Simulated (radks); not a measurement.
Task: Ba40+, configuration [Ne] 3s2 3p4 (the NIST ground configuration). Calculated with a radial shooting solver on a logarithmic mesh with Libxc functionals: Dirac Kohn-Sham, PBE, spin-unpolarised, spherical densities, point nucleus; open shells fill j = l - 1/2 first. Some entries of the table are withheld. Estimate them.

orbital  occ.  eigenvalue (eV)  r(max) (bohr)
1s1/2       2        -39631.29            (1)
2s1/2       2        -8193.757        0.09251
2p1/2       2        -7879.478            (2)
2p3/2       4        -7488.833            (3)
3s1/2       2        -3164.181         0.2506
3p1/2       2              (4)         0.2355
3p3/2       2              (5)         0.2445
3d3/2       0              (6)            (7)
3d5/2       0              (8)            (9)
4s1/2       0        -1653.238         0.5027

Result: 
(1) 1s1/2 r(max) (bohr): 0.01642
(2) 2p1/2 r(max) (bohr): 0.07066
(3) 2p3/2 r(max) (bohr): 0.07563
(4) 3p1/2 eigenvalue (eV): -3048.625
(5) 3p3/2 eigenvalue (eV): -2951.924
(6) 3d3/2 eigenvalue (eV): -2784.479
(7) 3d3/2 r(max) (bohr): 0.1909
(8) 3d5/2 eigenvalue (eV): -2761.466
(9) 3d5/2 r(max) (bohr): 0.1934
